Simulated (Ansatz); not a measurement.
Clusters of 5 atoms, chalcogenide: gap (eV) at several levels, gas phase, relaxed structures; Ansatz. Clusters are the lowest isomers that short searches found in that spin, judged at the geometry's level. Core potentials for Au, In, Nb, Pd, Te in the def2 sets, no spin–orbit coupling. HOMO and LUMO are taken over both spins. Singlets are spin-restricted. The structures are stationary points that may keep the symmetry of their start. Remarks come from the PBE and PBE0 runs and from stability tests at other levels; not every state was tested.

```
species    state            geometry  PBE-D4/def2-SVP  r2SCAN-D4/def2-TZVP  PBE0-D4/def2-SVP  PBE0-D4/def2-TZVP                        remarks
 In2Se3  singlet   B3LYP-D4/def2-SVP             1.97                 2.23              3.69               3.64                              –
  Cu3S2  doublet  r2SCAN-D4/def2-SVP             0.46                 0.71              2.43               2.44                              –
  Fe3S2  singlet   B3LYP-D4/def2-SVP             0.11                 0.49              2.81               2.82  restricted SCF unstable in HF
  Ti2S3  singlet     PBE-D4/def2-SVP             1.49                 1.81              3.75               3.70  restricted SCF unstable in HF
 Pd2Se3  singlet     PBE-D4/def2-SVP             0.12                 0.17              1.49               1.49  restricted SCF unstable in HF
 Ti2Te3  singlet     PBE-D4/def2-SVP             1.00                 1.19              2.51               2.46  restricted SCF unstable in HF
   NbS4  doublet    PBE0-D4/def2-SVP             0.94                 1.37              3.05               2.99                              –
 Te2Au3  doublet     PBE-D4/def2-SVP             0.38                 0.65              1.86               1.86                              –
```

(1) Estimate the column for PBE-D4/def2-TZVP.

(1) In2Se3 1.94; Cu3S2 0.47; Fe3S2 0.18; Ti2S3 1.42; Pd2Se3 0.12; Ti2Te3 0.96; NbS4 0.90; Te2Au3 0.38.

Over the 8 species that have every level, the mean is 0.81 at PBE-D4/def2-SVP, 0.80 at PBE-D4/def2-TZVP, 1.08 at r2SCAN-D4/def2-TZVP, 2.70 at PBE0-D4/def2-SVP, 2.67 at PBE0-D4/def2-TZVP. Orbital gaps grow with the share of exact exchange and aren't one observable across functionals.
